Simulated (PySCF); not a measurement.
Predicted microwave data (PBE0/pcSseg-1 in PySCF (dipole) on a GFN2-xTB geometry, gas phase) for one isomer of C6H11F3:

| Item | Value |
| --- | --- |
| Rotational constants | A = 1892, B = 1334, C = 953.3 MHz |
| Dipole components | \|μa\| = 1.97 D, \|μb\| = 1.53 D, \|μc\| = 1.29 D |
| Inertial defect | -115.87 u·Å² |
| κ | -0.19 |

**Question.** Which candidate fits, each taken in the one conformer that was computed?
A. `[CH3:1][C@@H:2]([CH2:3][F:4])[C@:5]([CH3:6])([F:7])[CH2:8][F:9]` with C1–C2–C3–F4 -159°, C1–C2–C5–C6 58°, C2–C5–C8–F9 -166°
B. `[CH3:1][CH2:2][C@@H:3]([CH3:4])[C@H:5]([F:6])[CH:7]([F:8])[F:9]` with C1–C2–C3–C4 170°, C2–C3–C5–F6 -62°, C3–C5–C7–F8 -156°
C. `[CH3:1][CH2:2][CH2:3][CH2:4][CH2:5][C:6]([F:7])([F:8])[F:9]` with C1–C2–C3–C4 180°, C2–C3–C4–C5 180°, C3–C4–C5–C6 180° (1,1,1-trifluorohexane)
D. `[CH3:1][CH2:2][C@@:3]([CH3:4])([CH2:5][F:6])[CH:7]([F:8])[F:9]` with C1–C2–C3–C4 -61°, C2–C3–C5–F6 54°, C2–C3–C7–F8 179°
E. `[CH3:1][C@@H:2]([CH:3]([F:4])[F:5])[C:6]([CH3:7])([CH3:8])[F:9]` with C1–C2–C3–F4 -71°, C1–C2–C6–C7 64°
F. `[CH3:1][C@@H:2]([CH2:3][F:4])[CH2:5][C@@H:6]([F:7])[CH2:8][F:9]` with C1–C2–C3–F4 62°, C1–C2–C5–C6 63°, C2–C5–C6–F7 55°, C5–C6–C8–F9 -45°

**Answer.** A. It is C[C@@H](CF)[C@](C)(F)CF, an asymmetric top, point group C1. The candidates at the same level (rigid rotor, commonest isotopes):

```tsv
SMILES	A (MHz)	B (MHz)	C (MHz)	μa (D)	μb (D)	μc (D)	Δ (u·Å²)	point group	rotor
C[C@@H](CF)[C@](C)(F)CF	1892	1334	953.3	1.97	1.53	1.29	-115.87	C1	asymmetric top
CC[C@@H](C)[C@H](F)C(F)F	2205	993.5	932.4	1.62	0.90	0.13	-195.88	C1	near-prolate asymmetric top
CCCCCC(F)(F)F	4412	547.2	540.7	2.46	0.85	0.00	-103.48	Cs	near-prolate asymmetric top
CC[C@@](C)(CF)C(F)F	1907	1313	1045	1.75	0.59	0.97	-166.43	C1	asymmetric top
C[C@@H](C(F)F)C(C)(C)F	2353	1113	1066	1.98	1.45	0.46	-194.65	C1	near-prolate asymmetric top
C[C@@H](CF)C[C@@H](F)CF	2516	818.8	703.8	0.15	1.29	1.06	-99.97	C1	asymmetric top
```

`CC[C@@H](C)[C@H](F)C(F)F` has B 26 % too low; `C[C@@H](CF)C[C@@H](F)CF` has B 39 % too low; `CCCCCC(F)(F)F` has A 133 % too high; `C[C@@H](C(F)F)C(C)(C)F` has A 24 % too high; `CC[C@@](C)(CF)C(F)F` has C 10 % too high. No structure here is proved a minimum.
